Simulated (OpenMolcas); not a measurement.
What dynamic correlation does to the levels of P+

| Item | Value |
| --- | --- |
| Program | OpenMolcas |
| Basis | ANO-R2 [5s4p3d1f] |
| Scalar Hamiltonian | X2C, finite nucleus |
| Active space | 4 electrons in 4 orbitals (3s 3p) |
| State averaging | 2S+1 = 3 even, 3 roots; 2S+1 = 1 even, 6 roots; 2S+1 = 5 odd, 1 root; 2S+1 = 3 odd, 9 roots; 2S+1 = 1 odd, 8 roots |
| Spin-orbit coupling | state interaction with AMFI integrals over the reference wave functions, term energies averaged over their components |

Methods on the same reference wave functions:
A. CASSCF
B. SS-CASPT2, IPEA 0.25 Eh, imaginary shift 0.1 Eh (closed shells correlated: 2s 2p)

Energies in cm⁻¹ above 3s² 3p² ³P₀, the measured ground level; measured values from NIST Handbook of Basic Atomic Spectroscopic Data.

| Level | A | B | Measured |
| --- | --- | --- | --- |
| 3s² 3p² ³P₀ | 0.0 | 0.0 | 0.0 |
| 3s² 3p² ³P₁ | 145 | 145 | 165 |
| 3s² 3p² ³P₂ | 417 | 416 | 469 |
| 3s² 3p² ¹D₂ | 11658 | 8600 | 8882 |
| 3s² 3p² ¹S₀ | 20844 | 20470 | 21576 |
| 3s 3p³ ⁵S°₂ | 34122 | 41880 | 45697 |
| 3s 3p³ ³D°₂ | 73899 | 63520 | 65272 |
| 3s 3p³ ³D°₁ | 73901 | 63520 | 65251 |
| 3s 3p³ ³D°₃ | 73905 | 63520 | 65307 |
| 3s 3p³ ³P°₀ | 85250 | 78710 | 76823 |
| 3s 3p³ ³P°₁ | 85252 | 78710 | 76812 |
| 3s 3p³ ³P°₂ | 85256 | 78710 | 76764 |
| 3s 3p³ ¹D°₂ | 117463 | 98980 | 112607 |

Deviations, from unrounded energies. A percentage is the sum of absolute deviations over the sum of measured energies, with the sign that they share, or ± where signs differ.

```
                        Against measurement  Levels      A      B
             mean absolute deviation (cm-1)      12   5900   2500
      fine structure of the ground term (%)       2  -11.3  -11.5
other terms of the ground configuration (%)       2  ±11.5   -4.6
                   other configurations (%)       8  ±11.6   ±4.9
```

B lies closest to measurement on these levels. The largest miss of B in the table is 3s 3p³ ¹D°₂, by -14000 cm-1. The ranking rests on the paired levels alone, and a cruder setting can come out closer through cancelling errors.

From A to B the spin-free energies of the other terms of 3s² 3p² shown, above ³P, scale by factors of 0.73 to 0.98.

The lowest spin-free term lies below A's lowest term by 0.256 hartree in B.

Term energies are means over components that CASPT2 splits; among the terms shown or strongly mixed into the levels shown the widest spread is 1500 cm-1 (3s 3p³ ¹D°, B). Over all roots computed the reference weight is 0.85 to 0.98 in B; the roots of lowest weight are the least certain, and an intruder state may touch them. Terms of s pⁿ other than that of highest spin mix with s² pⁿ⁻² d, which this space lacks; all of them can be thousands of cm-1 off, and some have no real level of that name. Without dynamic correlation excited terms often stand tens of per cent too high (terms of higher spin than the ground term too low), and those without a measured partner can miss by more than the paired ones (holds for A). Measured partners are found by configuration, term and J. A level has none where our copy of the source lacks it or the pairing is in doubt (some pairs that miss far off the trend of their configuration count as doubtful), and it then counts in no deviation. Levels of configurations outside the active space are missing. The table leaves out levels that lie high or whose names do not pair safely across all columns.

° marks odd parity.
